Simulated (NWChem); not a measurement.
Molecule: CH5NOSi2; SMILES [SiH2]1[SiH2]N=CO1

```xyz
10

C      1.5608    -0.0256     0.0000
N      1.0248    -1.1752     0.0000
Si    -0.7395    -1.2091     0.0000
Si    -0.8019     1.1359     0.0000
O      0.9320     1.1671     0.0000
H      2.6550     0.1101     0.0000
H     -1.2762    -1.8843     1.2164
H     -1.2762    -1.8843    -1.2164
H     -1.2589     1.8631    -1.2179
H     -1.2589     1.8631     1.2179
```
Atoms are numbered in this order, from 1.

All runs: NWChem. Medium grid unless said otherwise, to which SCAN and Minnesota functionals are sensitive. Coordinates come from a PBE0/def2-SVP optimisation. Hybrids' shares of exact exchange are those that their runs print; pure functionals count as 0. The functionals differ in more than this share.

| row | share of exact exchange | orbital gap (eV) |
|---|---|---|
| PBE/def2-TZVP | 0.00 | 4.56 |
| r2SCAN/def2-TZVP | 0.00 | 5.05 |
| B3LYP/def2-TZVP | 0.20 | 6.39 |
| M06-2X/def2-TZVP | 0.54 | 8.75 |
| Hartree-Fock/def2-TZVP | 1.00 | withheld |

Problem. Fit a straight line of the last column on the one before it, predict the withheld value, and compare with the run.

Solution. 
1. Means of the 4 shown rows: x = 0.185, y = 6.188. Slope Σ(x − x̄)(y − ȳ)/Σ(x − x̄)² = 1.424/0.1947 = 7.315; intercept 4.834.
2. The shown rows scatter about the line by 0.181 (root mean square); the largest residual is -0.27, at PBE/def2-TZVP.
3. At x = 1.00 (Hartree-Fock/def2-TZVP; beyond the shown range) the line gives 12.15.
4. The run gives 12.69, +0.54 from the line, 3.0 times the scatter.
